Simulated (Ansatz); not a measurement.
Relative stability

Two relaxed structures of SiH₃Te, doublet (PBE0-D4/def2-TZVP; forces vanish, vibrations not checked).

A:

Si1  (1.165, 1.201, 0.599)
Te2  (-0.254, -0.719, -0.475)
H3  (-1.762, -0.729, 0.273)
H4  (0.183, -1.980, 0.521)
H5  (0.670, 1.961, -0.640)
(Å)

B:

```json
{"atom": "Si1", "x (Å)": "-0.1991", "y (Å)": "-0.8062", "z (Å)": "-0.3070"}
{"atom": "Te2", "x (Å)": "1.2488", "y (Å)": "1.1012", "z (Å)": "0.3369"}
{"atom": "H3", "x (Å)": "-1.6353", "y (Å)": "-0.5137", "z (Å)": "-0.0264"}
{"atom": "H4", "x (Å)": "0.2540", "y (Å)": "-1.9439", "z (Å)": "0.5434"}
{"atom": "H5", "x (Å)": "0.3315", "y (Å)": "2.1626", "z (Å)": "-0.5469"}
```

Computed with Ansatz 0.2.0 (basis: def2-TZVPP); correlated methods freeze the cores; orbitals are unrestricted. Filled d shells of the heavier atoms are correlated. Core potentials replace the inner electrons of the atoms past krypton. The def2 sets are not built for correlating such inner shells, so the correlated values are less sure here. B3LYP uses VWN-RPA correlation.

Question: Which structure is lower at CCSD(T), and by how much? (An estimate is asked for; the value comes from the calculation.)

Answer: By the calculation: B, by 36.75 kcal/mol (electronic energy, against the other). By their contacts, A is SiH₃Te ([SiH][TeH2]) and B is SiH₃Te ([SiH2][TeH]).

All methods give the same order:

```tsv
method	E(B) − E(A) (kcal/mol)
PBE-D4	-33.71
r2SCAN-D4	-37.46
PBE0-D4	-36.53
B3LYP-D4	-36.45
wB97M-V	-36.90
HF	-43.83
MP2	-40.72
CCSD	-37.49
CCSD(T)	-36.75
```

No T1 diagnostic of these runs exceeds 0.017. ⟨S²⟩ of the unrestricted Hartree–Fock references: 0.76 to 0.78 (a pure state has 0.75).

Labels in which every atom is bracketed show which atoms are joined, not bond orders.

For scale, one of the runs: CCSD(T)/def2-TZVPP, 134 basis functions, launched by `ansatz run in.yaml --threads 2 --pin off --events-out ev --progress --plain --max-ram 4352MiB`. The run took 61 s on 2 CPU threads of an Arm Neoverse V2 (shared host), with 1.7 GiB of host memory at its peak.
